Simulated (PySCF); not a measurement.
H₃Cl₂FInN, singlet at its CAM-B3LYP/def2-SVP optimised geometry (Å):

```
8

In    -0.5691     0.0117     0.0000
F     -1.4468     1.7650     0.0000
Cl     1.7697     0.0117     0.0000
Cl    -1.7697    -1.7650     0.9338
N     -1.0636    -0.1558    -2.2253
H     -1.6793    -0.9395    -2.4500
H     -0.2356    -0.2052    -2.8217
H     -1.5585     0.7185    -2.4215
```

Calculation: CAM-B3LYP/def2-TZVP, def2 effective core potentials past Kr in PySCF. The core electrons that the potentials of In replace are not part of the density.

Map of the HOMO−1 amplitude (bohr^(-3/2)) on the plane z = 1.5 Å; orbital energy -10.28 eV, overall sign arbitrary:

```
|88888888888888888888888888888|
|88888888888888888888888888888|
|88888888888888888888888888888|
|88888888888888888888888888888|
|88888888888888888888888888888|
|88888888888888888888888888888|
|88888888888888888888888888888|
|88888888888888888888888888888|
|88888888888888888888888888888|
|88888888888888888888888888888|
|88888888888888888889998888888|
|88888777777888888899999888888|
|88877777777788888999999988888|
|88777777777778888999999988888|
|88777777777777888999999988888|
|87777776666777888999999988888|
|87777665556677788899999888888|
|87777654445667788888888888888|
|87776542124567788888888888888|
|87776531013567778888888888888|
|87777531013567778888888888888|
|88777653234677778888888888888|
|88877766556777778888888888888|
|88888877777777788888888888888|
|88888888887788888888888888888|
|88888888888888888888888888888|
|88888888888888888888888888888|
|88888888888888888888888888888|
|88888888888888888888888888888|
```
Scale: ten equal steps from -0.201 (start of '0') to 0.047 (end of '9'), in the order '0123456789'; x runs from -4.00 to 4.00, y from -4.00 (bottom) to 4.00 (top).
